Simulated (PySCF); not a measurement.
**What moves σ(O)?**

GIAO PBE0/pcSseg-1 on GFN2-xTB geometries (PySCF 2.14.0 with density-fitted response routines, gas phase, non-relativistic):

| SMILES | IAO charge (e) of O | σ(O) (ppm) |
| --- | --- | --- |
| CC[C@@H]1[C@H](C)CO[Si@H]1Cl | -0.653 | 274.1 |
| CC1=C[Si@@H](Cl)OC1 | -0.650 | 270.7 |
| C=C1CO[Si@H](Cl)C1 | -0.653 | 271.2 |
| C[C@@H]1CO[Si@H](Cl)[SiH2]1 | -0.648 | 260.6 |
| CC1=CO[Si@@H](Cl)C1 | -0.613 | 199.5 |

**Question.** Fit σ(O) as a line in the IAO charge of O. How well does it hold?

**Answer.** σ = -926.9 − 1837.2 x, with x in e; correlation -1.00, rms deviation 2.2 ppm, largest 3.4 ppm at `CC1=C[Si@@H](Cl)OC1`. A charge says how many electrons sit at the atom, not how easily they circulate, so such a line holds only within like compounds.

**Question.** A further member, `C[C@@H]1CO[Si@H](Cl)C1`, has x = -0.653. What does the line predict, and what does the calculation give?

**Answer.** The line gives 272.8 ppm; the calculation 273.6 ppm, a difference of 0.8 ppm, within the usual scatter of the fit.
